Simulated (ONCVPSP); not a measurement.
Ar (Z = 18): excitation energies, all-electron against ONCV

ONCVPSP 4.0.1 input, shortened (lines: element, Z, core and valence counts, functional; n l f; lmax; l rc ep ncon nbas qcut; lloc lpopt rc5 dvloc0; l nproj debl; icmod fcfact rcfact), PBE, fully relativistic:

```
  Ar 18.00    3    2        4      upf
    1    0    2.00
    2    0    2.00
    2    1    6.00
    3    0    2.00
    3    1    6.00
    2
    0    1.05    0.00    3    6    3.60
    1    1.45    0.00    4    7    4.60
    2    1.60    0.38    4    7    4.00
    4    5    0.70    0.00
    0    2    1.00
    1    3    1.50
    2    1    0.80
    0    0.00    0.00
```

Open shells are filled in proportion to 2j + 1.

Energies are relative to the spin-unpolarised reference configuration 3s2 3p6; without spin polarisation the order of configurations can differ from experiment.

| valence configuration | charge | ΔE all-electron (eV) | error AE − PS (meV) |
| --- | --- | --- | --- |
| 3s2 3p5 | +1 | 16.058 | +1.0 |
| 3s2 3p4 | +2 | 44.718 | +10 |
| 3s2 3p3 | +3 | 87.302 | +45 |

(1) What are ΔE and the potential's error for 3s1 3p6?

Answers

(1) ΔE = 30.673 eV all-electron; the error (AE − PS) is +7.2 meV.
